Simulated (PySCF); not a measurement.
Spinor energies of Al (aluminium, neutral)

Start: [Ne] 3s2 3p1; 3p1/2 filled at m_j = +1/2. Calculated with PySCF 2.14 in x2c-TZVPPall-2c (5s6p3d1f, 45 functions): generalised Hartree-Fock with the X2C-1e Hamiltonian and a Gaussian nucleus; one run each with spin-orbit coupling (SO) switched off, then screened by Boettger's factors.

```
spinor shell  electrons  ε, spin-free (eV)  ε, screened SO (eV)  weight of nominal j (screened SO)  rms radius, screened SO (bohr)
       1s1/2          2            -1595.0              -1595.0                              1.000                           0.139
       2s1/2          2            -134.03              -134.02                              1.000                           0.676
       2p1/2          2            -87.451              -87.881                              0.987                           0.672
       2p3/2          4            -87.451              -87.224                              0.993                           0.675
       3s1/2          2            -10.761              -10.756                              0.993                            2.81
       3p1/2          1             -6.009               -6.019                              0.916                            3.65
```

```json
{"quantity": "E (hartree)", "spin-free": "-242.31151", "screened SO": "-242.31200"}
{"quantity": "M_J", "spin-free": "1/2", "screened SO": "1/2"}
{"quantity": "⟨J²⟩", "spin-free": "1.058", "screened SO": "1.032"}
{"quantity": "⟨L²⟩", "spin-free": "2.086", "screened SO": "2.087"}
{"quantity": "⟨S²⟩", "spin-free": "0.779", "screened SO": "0.779"}
```

Each row is a mean over spinors that exchange with the open shell spreads, by up to 0.419 eV (3s1/2).

⟨J²⟩ departs a little from M_J(M_J + 1) because the unrestricted spinors polarise the closed shells.

Without spin-orbit coupling the j labels of p, d and f shells carry no meaning; the spin-free column gives the mean over the occupied spinors of each nl shell, and its ⟨J²⟩ belongs to a mixture of degenerate components.
